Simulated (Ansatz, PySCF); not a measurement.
This PySCF input computes a PBE0/def2-TZVPD energy:

```python
from pyscf import gto, scf, dft

mol = gto.M(
    atom='''
    C    -0.59117901    0.04682750    0.01488081
    F     0.63603258   -0.05038036   -0.01600984
    H    -1.16567067   -0.88634511    0.02648339
    H    -1.01154853    1.05880341    0.02832029
    ''',
    basis='def2-tzvpd',
    charge=1,
    spin=0,
    verbose=4,
)

mf = dft.RKS(mol, xc='pbe0').density_fit(auxbasis='def2-universal-jkfit')
mf.grids.level = 3
mf.conv_tol = 1e-9
mf.max_cycle = 100
mf.max_memory = 1500
mf.kernel()
if not mf.converged:
    mf = mf.newton()
    mf.kernel(mf.make_rdm1())
mf.analyze()
```

Write an input for the same energy in Ansatz (a first-principles code) and say what it gives.


Ansatz 0.2 input:
```yaml
crystal:
  periodic: [false, false, false]
  atoms:
    - {symbol: C, position_ang: [-0.59117901, 0.04682750, 0.01488081]}
    - {symbol: F, position_ang: [0.63603258, -0.05038036, -0.01600984]}
    - {symbol: H, position_ang: [-1.16567067, -0.88634511, 0.02648339]}
    - {symbol: H, position_ang: [-1.01154853, 1.05880341, 0.02832029]}
basis:
  gaussian:
    orbitals: def2-TZVPD
hamiltonian:
  xc: {name: PBE0}
total_charge: 1
output: {forces: true}
```
It gives -138.65391 Eh, and PySCF -138.65395 Eh, a difference of 0.04 mEh, from the treatment of integrals and grids.
